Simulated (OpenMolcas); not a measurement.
## Multiconfigurational calculation on Tb IV

Input:

```
&GATEWAY
Coord
1

Tb 0.0 0.0 0.0
Basis=ANO-RCC-VDZ
Group=XYZ
NoMove
AngMom=0.0 0.0 0.0
AMFI
&SEWARD
Relativistic=R03O02
&RASSCF
FileOrb=start.orb
Symmetry=1
Spin=7
nActEl=8 0 0
Inactive=15 12
Ras2=0 7
CIRoot=7 7 1
SDav=7
CIMx=300
Iter=120 100
PrWF=0.3
OrbListing=Nothing
MaxOrb=0
Atom
>>> COPY $Project.JobIph JOB001
&RASSCF
FileOrb=start.orb
Symmetry=1
Spin=5
nActEl=8 0 0
Inactive=15 12
Ras2=0 7
CIRoot=132 132 1
SDav=140
CIMx=300
Iter=120 100
PrWF=0.3
OrbListing=Nothing
MaxOrb=0
Atom
CIOnly
>>> COPY $Project.JobIph JOB002
&RASSI
NrOfJobIphs=1 7
1 2 3 4 5 6 7
IphNames
JOB001
EJob
SpinOrbit
DIPRint=1.0
SOCoupling=1000.0
Subsets=2
MEES
Property=10
'ANGMOM' 1 'ANGMOM' 2 'ANGMOM' 3 'MLTPL  1' 1 'MLTPL  1' 2 'MLTPL  1' 3
'AMFI' 1 'AMFI' 2 'AMFI' 3 'MLTPL  2' 6
SOProperty=3
'ANGMOM' 1 'ANGMOM' 2 'ANGMOM' 3
```

Launched by
```bash
OMP_NUM_THREADS=1 MOLCAS_MEM=2252 MOLCAS_PROJECT=a pymolcas a.inp > a.log  # once for each step of the input, in one work folder
```

A driver script runs the steps one by one and writes start.orb anew before each from the orbitals found so far, so a CI-only block uses the converged orbitals of the first block.

Output, cut to the results:

```
--- SEWARD ---
Basis set label: TB.ANO-RCC...7S6P4D2F.

      Electronic valence basis set:
      ------------------
      Associated Effective Charge  65.000000 au
      Associated Actual Charge     65.000000 au
      Nuclear Model: Point charge

      Shell  nPrim  nBasis  Cartesian Spherical Contaminant
         s      25       7        X
         p      22       6        X
         d      15       4                 X
         f      11       2                 X
Relativistic=R03O02
                  Relativistic Douglas-Kroll-Hess integrals:
                    - DKH order of Hamiltonian: 3
                    - DKH order of Properties : 2
--- RASSCF ---
Wave function specifications:
      -----------------------------

      Number of closed shell electrons          54
      Number of electrons in active shells       8
      Max number of holes in RAS1 space          0
      Max nr of electrons in RAS3 space          0
      Number of inactive orbitals               27
      Number of active orbitals                  7
      Number of secondary orbitals              25
      Spin quantum number                      3.0
      State symmetry                             1
Orbital specifications:
      -----------------------

      Symmetry species                           1   2
                                                ag  au
      Frozen orbitals                            0   0
      Inactive orbitals                         15  12
      Active orbitals                            0   7
      RAS1 orbitals                              0   0
      RAS2 orbitals                              0   7
      RAS3 orbitals                              0   0
      Secondary orbitals                        12  13
      Deleted orbitals                           0   0
      Number of basis functions                 27  32
      Number of CSFs                             7
      Number of root(s) required                 7
      Iter CI   SX   CI       RASSCF       Energy    max ROT     max BLB   max BLB  Level Ln srch  Step   QN
          iter iter root      energy       change     param      element    value   shift minimum  type update
 Nr of preliminary CI iterations:   1
      Total energies have been shifted. Add               -11000.00 au
        1   1    1    0  -704.14902800    0.00E+00   0.00E+00    7  23 2 -1.41E-08   0.00   0.00    SX    NO
        2   1    1    0  -704.14902800   -2.73E-11   0.00E+00    7  23 2 -1.41E-08   0.00   0.00    SX    NO
        3   1    1    0  -704.14902800   -3.64E-12   0.00E+00    7  23 2 -1.41E-08   0.00   0.00    SX    NO
        4   1    1    0  -704.14902800    2.36E-11   0.00E+00    7  23 2 -1.41E-08   0.00   0.00    SX    NO
      Convergence after  4 iterations
        5   1    1    0  -704.14902800   -7.28E-12   0.00E+00    7  23 2 -1.41E-08   0.00   0.00    SX    NO
      Natural orbitals and occupation numbers for root  1
      sym 2:   2.000000   1.000000   1.000000   1.000000   1.000000   1.000000   1.000000
      Natural orbitals and occupation numbers for root  2
      sym 2:   1.000000   1.000000   1.000000   1.000000   1.000000   2.000000   1.000000
      Natural orbitals and occupation numbers for root  3
      sym 2:   1.000000   1.000000   2.000000   1.000000   1.000000   1.000000   1.000000
::    RASSCF root number  1 Total energy: -11704.14902800
::    RASSCF root number  2 Total energy: -11704.14902800
::    RASSCF root number  3 Total energy: -11704.14902800
::    RASSCF root number  4 Total energy: -11704.14902800
::    RASSCF root number  5 Total energy: -11704.14902800
::    RASSCF root number  6 Total energy: -11704.14902800
::    RASSCF root number  7 Total energy: -11704.14902800
--- RASSCF ---
Wave function specifications:
      -----------------------------

      Number of closed shell electrons          54
      Number of electrons in active shells       8
      Max number of holes in RAS1 space          0
      Max nr of electrons in RAS3 space          0
      Number of inactive orbitals               27
      Number of active orbitals                  7
      Number of secondary orbitals              25
      Spin quantum number                      2.0
      State symmetry                             1
Orbital specifications:
      -----------------------

      Symmetry species                           1   2
                                                ag  au
      Frozen orbitals                            0   0
...
--- RASSI ---
SPIN-FREE ENERGIES:
  (Shifted by EMIN (a.u.) =     -11704.1490279996)

 SF State       Relative EMIN(au)   Rel lowest level(eV)    D:o, cm**(-1)      L_eff

     1             0.0000000000        0.0000000000              0.0000         3.0
     2             0.0000000000        0.0000000000              0.0000         3.0
     3             0.0000000000        0.0000000000              0.0000         3.0
     4             0.0000000000        0.0000000000              0.0000         3.0
     5             0.0000000000        0.0000000000              0.0000         3.0
     6             0.0000000000        0.0000000000              0.0000         3.0
     7             0.0000000000        0.0000000000              0.0000         3.0
     Dipole printing threshold changed to   1.00000000E+00
Eigenvalues of complex Hamiltonian:
   -----------------------------------
  (Shifted by EMIN (a.u.) =     -11704.1490279996)

 SO State       Relative EMIN(au)   Rel lowest level(eV)    D:o, cm**(-1)     J-value

     1            -0.0123480123        0.0000000000              0.0000         2.5
     2            -0.0123480123        0.0000000000              0.0000         4.3
     3            -0.0123480123        0.0000000000              0.0000         5.4
     4            -0.0123480123        0.0000000000              0.0000         4.8
     5            -0.0123480123        0.0000000000              0.0000         5.3
     6            -0.0123480123        0.0000000000              0.0000         5.0
     7            -0.0123480123        0.0000000000              0.0000         3.7
     8            -0.0123480123        0.0000000000              0.0000         5.6
     9            -0.0123480123        0.0000000000              0.0000         4.6
    10            -0.0123480123        0.0000000000              0.0000         5.4
    11            -0.0123480123        0.0000000000              0.0000         5.0
...
```

The J values that RASSI prints are effective ones from its own formula and need not be integers or half-integers; the table below assigns J from the states.

Levels above the lowest, from the spin-orbit matrix, grouped by J:

```
Configuration  Term  J  E (cm-1)  Measured (cm-1)      g  Term weight %
          4f8    7F  6       0.0              0.0  1.501            100
          4f8    7F  5      1807             2052  1.501            100
          4f8    7F  4      3312             3314  1.501            100
          4f8    7F  3      4517             4292  1.501            100
          4f8    7F  2      5420             4978  1.501            100
          4f8    7F  1      6022             5432  1.501            100
          4f8    7F  0      6324             5654                   100
```

Against the 6 measured excited levels shown (Martin, Zalubas and Hagan, Atomic Energy Levels: The Rare-Earth Elements, NSRDS-NBS 60 (1978)) the mean absolute deviation is 360 cm-1; the largest miss in energy is 4f8 7F0: computed 6324, measured 5654 cm-1 (+11.8 %).

High states are left out of the spin-orbit mixing, which shifts the levels that they would mix with. Without dynamic correlation excited terms often stand tens of per cent too high (terms of higher spin than the ground term too low), and those without a measured partner can miss by more than the paired ones. The basis is small and was not contracted for so high a charge. Measured partners are found by configuration, term and J. A level has none where our copy of the source lacks it or the pairing is in doubt (some pairs that miss far off the trend of their configuration count as doubtful), and it then counts in no deviation. Levels of configurations outside the active space are missing. The first state left out of the spin-orbit step lies near 26000 cm-1 above the lowest spin-free state of the reference (among the parities and spins computed), and the list stops at four fifths of that energy or lower.

The RASSCF and RASSI steps took 46 s on 1 thread of Arm Neoverse V1 (shared host); the integral step is not counted.

The term weight is that of the spin-free term in the level, not the purity of its configuration.
